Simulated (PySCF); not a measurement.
Bond length, frequency and bond energy of PmH by level of theory

State: septet, about 5.0 electrons in the 4f shell (Mulliken), real f orbitals that mix terms. Set-up: basis Pm x2c-SVPall, H x2c-SVPall; spin-free X2C with a Gaussian nucleus; PySCF 2.14. De refers to Pm (4f5 6s2) + H in their high-spin ground configurations, without counterpoise correction. The functionals are run spin-unrestricted. A positive dipole means Pm(−)H(+). Levels whose curve was spin-contaminated or gave no clean fit are not listed.

| Level | Re (Å) | ωe (cm⁻¹) | De (eV) | μ (D) | CPU s a point (SCF and correlation, without the integrals) |
| --- | --- | --- | --- | --- | --- |
| UHF | 2.210 | 1208 | n/a | -3.92 | 1.5 |
| UHF-MP2 | 2.111 | 1309 | n/a | n/a | 2.6 |
| UHF-SCS-MP2 | 2.129 | 1292 | n/a | n/a | n/a |
| PBE | 2.112 | 1227 | 2.09 | -3.34 | 4 |
| BP86 | 2.116 | 1222 | 2.21 | -3.37 | 2.6 |
| r²SCAN | 2.112 | 1250 | 2.41 | -3.66 | 6 |
| B3LYP | 2.138 | 1224 | 2.03 | -3.67 | 5.1 |
| PBE0 | 2.124 | 1246 | 2.05 | -3.62 | 6.2 |
| HSE06 | 2.127 | 1244 | 2.04 | -3.65 | 10 |

The bond length runs from 2.111 Å (UHF-MP2) to 2.210 Å (UHF). De spans 2.03 eV (B3LYP, global hybrid GGA) to 2.41 eV (r²SCAN, meta-GGA).

Correlated steps freeze 18 core orbitals. Spin–orbit coupling is left out, which matters for elements this heavy, above all for dissociation energies. Counting both spins, an empty level lies below a filled one in some of these solutions, because spin and occupation are held. With d or f electrons several states lie close, and the lowest PBE0 determinant need not be the measured ground state.

The whole job (state search and all levels along the bond) took about 26 min on 2 threads of Arm Neoverse V1 (shared host), peak memory 2.6 GiB.
